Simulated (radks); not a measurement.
Problem. The mean radii <r> (bohr) of the occupied orbitals of an atom or ion are listed with their occupations. Method: scalar-relativistic Kohn-Sham, PBE, spin-unpolarised, spherical densities, point nucleus; computed with a radial shooting solver on a logarithmic mesh with Libxc functionals.

orbital  occ.     <r>
1s          2  0.1306
2s          2  0.6949
2p          6  0.6838
7f          1   32.40

Name the element and its charge.

Solution. Z = 12, magnesium, charge +1: Mg+ in [Ne] 7f1. The 1s radius gives Z: for a bare nucleus <r> = (2 gamma + 1)/(2Z) with gamma = sqrt(1 - (Z/c)^2), 0.1247 bohr for Z = 12, and screening makes it slightly larger (0.1306 here). The occupations add up to 11, and the charge is Z minus that.
